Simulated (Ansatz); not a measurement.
Stepwise reaction of `[OH][GeH2][SiH3]` with water, as a gas-phase model of exchange steps in deposition or etching. ΔE in kJ/mol.

Isolated molecules relaxed with PBE0-D4/def2-TZVP in Ansatz; ΔE leaves out vibrations. CCSD(T)/CBS is the MP2 limit (def2-TZVPP, def2-QZVPP) plus CCSD(T) − MP2 in def2-TZVPP, frozen cores. This one scheme is used for every species. DFT in def2-TZVPP. B3LYP here is the variant with VWN-RPA as its local correlation; programs differ in this. For Ge outer-core shells are correlated without core-valence functions, which leaves a few kJ/mol of doubt a bond. Scalar relativity is left out up to krypton. Each species was taken in one conformer, which may not be the lowest.

```csv
step,reaction,PBE-D4,B3LYP-D4,ωB97M-V,CCSD(T)/CBS
1,`[OH][GeH2][SiH3]` + H₂O → `O[SiH2][GeH2][OH]` + H₂,-50.6,-58.6,-57.7,-55.3
```

Problem. Give the row of step 2, `O[SiH2][GeH2][OH]` + H₂O → `[OH][GeH2][SiH](O)O` + H₂. (Estimate.)

Solution. Computed: 
```csv
step,reaction,PBE-D4,B3LYP-D4,ωB97M-V,CCSD(T)/CBS
2,`O[SiH2][GeH2][OH]` + H₂O → `[OH][GeH2][SiH](O)O` + H₂,-94.8,-99.9,-101.9,-96.6
```

Problem. By hand: ΔE of the 2 steps together at CCSD(T)/CBS.

Solution. (-55.3) + (-96.6) = -151.9 kJ/mol, or -75.9 kJ/mol a step.

In ΔE each step is lower than the one before. All are downhill at CCSD(T)/CBS. PBE-D4 differs from CCSD(T)/CBS by 1.8 to 4.7 kJ/mol a step. Isolated molecules leave out the surface, adducts and barriers. Largest T1 diagnostic: 0.012.
